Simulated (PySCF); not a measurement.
## Electron correlation in Br⁺ (bromine, charge +1)

[Ar] 3d10 4s1 4p5, high-spin 3P determinant (an excited configuration). Calculation: PySCF 2.14, in ANO-RCC-VTZP (6s5p3d1f, 43 functions); scalar relativity by spin-free X2C-1e. Frozen: [Ar] 3d10; 6 electrons correlated.

| level | correlation energy (mhartree) |
| --- | --- |
| CCSD | -197.65 |
| (T) | -16.64 |
| CCSD(T) | -214.29 |
| CCSDT | -215.41 |

Diagnostics: T1 = 0.017, D1 = 0.0344, largest double amplitude 0.215.

Is a single reference adequate?

Not fully. A double-excitation amplitude exceeds 0.15, a sign of near-degeneracy.
